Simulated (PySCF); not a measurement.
Excitation energy of Ru by level of theory

Ru [Kr] 4d7 5s1 (5F) → Ru [Kr] 4d8 (3F), as a difference of total energies. Calculation: PySCF 2.14, in aug-cc-pVTZ-PP with ECP28MDF; a scalar-relativistic core potential. Correlated levels: valence: 4s2 4p6 frozen. The calculations carry no spin-orbit coupling.

```csv
method,excitation energy (eV)
UHF,2.294
LDA,1.131
PBE,1.203
PBE0,1.322
r2SCAN,1.579
B97-3,1.032
TPSSh,1.396
BP86,1.190
B3LYP,1.168
MP2 (valence),1.149
SCS-MP2 (valence),0.874
```

Q: How much does correlation contribute at MP2 (valence)?

A: 1.149 − (2.294) = -1.145 eV, measured against UHF.
